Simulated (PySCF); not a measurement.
Positional isomers: propene hydroxy+silyl. All species are isolated molecules in the gas phase. One relaxed conformer stands for each flexible species; it need not be the lowest. Strings in code marks are SMILES. All members: neutral, multiplicity 1. Level: PBE-D3(BJ)/def2-TZVP // PBE0-D3(BJ)/def2-TZVP (PySCF). Delta-SCF ions had no search for a lower state.  The removal energy is E(N − 1 electrons) − E(N electrons) at the parent's geometry; ε(HOMO) is measured against the vacuum level.

```
species                                                      −ε(HOMO) (eV)  vertical ionisation energy (Delta-SCF) (eV)
-----------------------------------------------------------  -------------  -------------------------------------------
`O/C=C\C[SiH3]` (H–O–C–C torsion 4°, C–C–C–Si torsion -89°)           5.25                                         8.34
`C/C=C(/O)[SiH3]` (Si–C–O–H torsion 180°)                             5.33                                         8.43
`C=C(O)C[SiH3]` (C–C–O–H torsion 0°, O–C–C–Si torsion -69°)           5.41                                     withheld
`C/C=C(\O)[SiH3]` (Si–C–O–H torsion 180°)                             5.46                                         8.54
`C/C([SiH3])=C\O` (C–C–O–H torsion 180°)                              5.47                                         8.48
`OC/C=C\[SiH3]` (H–O–C–C torsion 73°, O–C–C–C torsion 8°)             6.46                                         9.32
```

Q: Fit vertical ionisation energy (Delta-SCF) = a + b·x to the 5 complete rows by least squares, with x = −ε(HOMO) in eV. Give a, b and the rms residual, and predict the withheld value.

A: Means of the 5 rows: x̄ = 5.594, ȳ = 8.622 eV. Σ(x − x̄)² = 0.97132 and Σ(x − x̄)(y − ȳ) = 0.78076, so b = 0.804 and a = ȳ − b·x̄ = 4.124 eV. The rms residual is 0.024 eV. At x = 5.41 the line gives 8.47 eV. The run for `C=C(O)C[SiH3]` (C–C–O–H torsion 0°, O–C–C–Si torsion -69°) gave 8.55 eV, so the line is off by 0.08 eV, more than twice the rms residual.

Codes: PySCF.
